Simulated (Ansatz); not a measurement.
Process, species as SMILES: O=[SiH] (O-SiH) → H atom + O atom + Si atom
B3LYP-D3(BJ)/def2-TZVP geometries, fixed; electronic energies without zero-point terms.

The atomisation energy at CCSD(T) with Ansatz (a first-principles code), in kcal/mol, split into its Hartree-Fock and correlation parts. Cores are frozen. Open shells are unrestricted. No added dispersion term, no relativity. Functions are those of the species that has most.

| basis | X | functions | Hartree-Fock | CCSD(T) |
|---|---|---|---|---|
| cc-pV(D+d)Z | 2 | 42 | 116.60 | 186.39 |
| cc-pV(T+d)Z | 3 | 83 | 128.40 | 206.57 |
| cc-pV(Q+d)Z | 4 | 149 | 129.93 | 212.74 |

Worked estimate of the basis-set limit from each neighbouring pair, with Hartree-Fock from the larger set and the correlation part extrapolated as X^-3.
Correlation parts: X = 2: 69.79, X = 3: 78.17, X = 4: 82.81.
- (2,3): (27·(78.17) - 8·(69.79))/19 = 81.70; with Hartree-Fock 128.40 the estimate is 210.10 kcal/mol.
- (3,4): (64·(82.81) - 27·(78.17))/37 = 86.20; with Hartree-Fock 129.93 the estimate is 216.13 kcal/mol.
The last two estimates differ by 6.03 kcal/mol; the largest set lies 3.39 from the last. Over the last step Hartree-Fock moves by 1.53 and the correlation part by 4.64.
